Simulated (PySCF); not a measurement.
Compound: 2,5-difluoropyridine, C5H3F2N.
SMILES with atom numbers: `[F:1][c:2]1[cH:3][cH:4][c:5]([F:6])[n:7][cH:8]1` (hydrogens: H9 on C3; H10 on C4; H11 on C8)

Computed with PBE0-D3(BJ)/def2-TZVP geometry optimisation, gas phase in PySCF.

(1) List the bond lengths and angles at this level.

Results:

(1) 
```
  bond  length (pm)
 F1–C2        133.5
 C2–C3        138.3
 C3–C4        138.1
 C4–C5        138.8
 C5–F6        133.1
 C5–N7        130.3
 N7–C8        133.1
 C2–C8        138.0
 C3–H9        108.3
C4–H10        108.2
C8–H11        108.5
```

A selection of angles:
```
    angle  degrees
 F1–C2–C3    119.9
 F1–C2–C8    119.7
 C3–C2–C8    120.4
 C2–C3–C4    117.8
 C2–C3–H9    120.3
 C4–C3–H9    121.9
 C3–C4–C5    117.1
C3–C4–H10    122.3
C5–C4–H10    120.7
 C4–C5–F6    118.2
 C4–C5–N7    125.5
 F6–C5–N7    116.3
 C5–N7–C8    117.6
N7–C8–H11    117.9
 C2–C8–N7    121.6
C2–C8–H11    120.5
```

The 8 heavy atoms lie in one plane (0.001 Å rms). The 2 C–N bonds span 1.303 Å (C5–N7, aromatic) to 1.331 Å (N7–C8, aromatic), a spread of 0.028 Å. The 6-membered ring C2–C3–C4–C5–N7–C8 has internal angles of 117.1° to 125.5°; it is planar, 0.00 Å rms from its mean plane, widest ring torsion 0°.

Point group: Cs (every atom within 0.08 Å of its image). Not checked by PBE0-D3(BJ)/def2-TZVP frequencies.
